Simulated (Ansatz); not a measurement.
Program: Ansatz. Geometries: PBE0-D4/def2-TZVP. ΔE: electronic, gas phase. CBS: MP2 limit from def2 TZ/QZ plus the TZ coupled-cluster correction, frozen cores. This one scheme is used for every species. Functionals use def2-TZVPP. B3LYP here is the variant with VWN-RPA as its local correlation; programs differ in this. HSE06 is defined as in plane-wave codes. Each species was taken in one conformer, which may not be the lowest.

`N[Si](F)(Cl)Cl` + HCl → `N[Si](Cl)(Cl)Cl` + H–F  (ligand exchange at the Si–F bond)

Is it downhill or uphill in electronic energy at CCSD(T)/CBS, and by how much? (Best estimate.)

Ansatz gave: Uphill: ΔE = +49.8 kJ/mol.

What do these levels give: PBE-D4, revPBE-D4, BLYP-D4, B3LYP-D4, r2SCANh-D4, HSE06-D4, ωB97X-V, revPBE, BLYP, r2SCAN0, BHLYP, MP2/def2-SVP? (Best estimate.)

Computed: PBE-D4 43.2, revPBE-D4 39.3, BLYP-D4 52.0, B3LYP-D4 53.6, r2SCANh-D4 53.6, HSE06-D4 44.1, ωB97X-V 54.5, revPBE 47.7, BLYP 61.6, r2SCAN0 54.2, BHLYP 64.5, MP2/def2-SVP 50.0 kJ/mol.

Largest T1 diagnostic among the species: 0.010.

The D4 term adds −7.9 kJ/mol with B3LYP and −4.2 kJ/mol with PBE0; it sums over pairs of atoms, weighted by their polarisabilities, and B3LYP, whose exchange is more repulsive, gets the larger term. Leaving LDA and LC-ωPBE aside and taking each functional with its dispersion term where it has one, the values, not all of them listed here, spread over 21.8 kJ/mol, from revPBE-D4 to CAM-B3LYP-D4.
